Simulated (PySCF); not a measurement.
Two species compared at the same levels of theory.

First species: C5H10Se.
SMILES: `C1CC1C[Se]C`

Second species: C2H3Cl3Si.
Numbering: `[CH2:1]=[CH:2][Si:3]([Cl:4])([Cl:5])[Cl:6]` (hydrogens: H7, H8 on C1; H9 on C2)

Levels: B3LYP/def2-SVPD for dipole moment, HOMO energy, LUMO energy, HOMO–LUMO gap, static isotropic polarisability and electronic spatial extent ⟨r²⟩ about the centre of nuclear charge; TDDFT B3LYP/def2-SVPD for lowest singlet excitation; PBE0-D3(BJ)/def2-SVP for rotational constant A and rotational constant C. Geometries: PBE0-D3(BJ)/def2-SVP. Each species is one conformer at its optimised geometry, gas phase, non-relativistic unless stated; the electronic structure was computed with PySCF and density fitting.

The conformers computed, where there is a choice (atom-mapped SMILES and torsion angles):
- `[CH3:1][Se:2][CH2:3][CH:4]1[CH2:5][CH2:6]1`: C1–Se2–C3–C4 65°, Se2–C3–C4–C5 -162°
- `[CH2:1]=[CH:2][Si:3]([Cl:4])([Cl:5])[Cl:6]`: C1–C2–Si3–Cl4 -1°

```
                                                         property    column X    column Y
                                                    dipole moment      1.62 D      2.29 D
                                                      HOMO energy    -5.77 eV    -8.45 eV
                                                      LUMO energy    -0.06 eV    -1.54 eV
                                                    HOMO–LUMO gap     5.71 eV     6.91 eV
                                        lowest singlet excitation     4.60 eV     6.51 eV
                                  static isotropic polarisability     89.0 au     89.3 au
electronic spatial extent ⟨r²⟩ about the centre of nuclear charge  1099 bohr²  1252 bohr²
                                            rotational constant A   5.168 GHz   1.425 GHz
                                            rotational constant C   1.052 GHz   1.145 GHz
```

(1) Which column belongs to which species?

(2) How does each property change from the first species to the second?

## Answers

(1) Column X is the first species and column Y the second. The first has 16 atoms and 74 electrons, the second 9 and 80.

(2) dipole moment +0.67 D; HOMO energy -2.68 eV; LUMO energy -1.48 eV; HOMO–LUMO gap +1.20 eV; lowest singlet excitation +1.91 eV; static isotropic polarisability +0.3 au; electronic spatial extent ⟨r²⟩ about the centre of nuclear charge +153 bohr²; rotational constant A -3.743 GHz; rotational constant C +0.093 GHz.

On the first: S1 lies 1.11 eV below the HOMO–LUMO gap; its leading configuration is HOMO→LUMO, weight 0.97. The calculation is non-relativistic and has no spin–orbit coupling, an omission that weighs most on selenium.

On the second: A dipole of 2.29 D is allowed in Cs, and pure rotational transitions are dipole-allowed. The dipole matches unit charges of opposite sign 0.48 Å apart (1 e·Å = 4.8032 D).
